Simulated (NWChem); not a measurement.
GeCl$_{2}$F$_{2}$; SMILES [F][Ge]([Cl])([F])[Cl]

```xyz
5

F      0.0000    -1.3669    -1.2988
Ge     0.0000     0.0000    -0.2699
F      0.0000     1.3669    -1.2988
Cl     1.7572     0.0000     0.8941
Cl    -1.7572     0.0000     0.8941
```
Atoms are numbered in this order, from 1.

Computed with NWChem. Pople sets run with spherical d functions. All runs use the structure optimised with PBE0/def2-SVP. Vzz is the largest principal value of the second derivative of the potential at the nucleus (NWChem prints the opposite sign); η is the asymmetry. Non-relativistic.

For level B3LYP/def2-SVP:

| Item | Value |
|---|---|
| Vzz Ge2 (a.u.) | 0.281 |
| η Ge2 | 0.75 |
| Vzz Cl5 (a.u.) | 2.663 |

How do the values read with level B3LYP/6-31G* instead?


| Item | Result |
|---|---|
| Vzz Ge2 (a.u.) | 0.169 |
| η Ge2 | 0.41 |
| Vzz Cl5 (a.u.) | 2.768 |
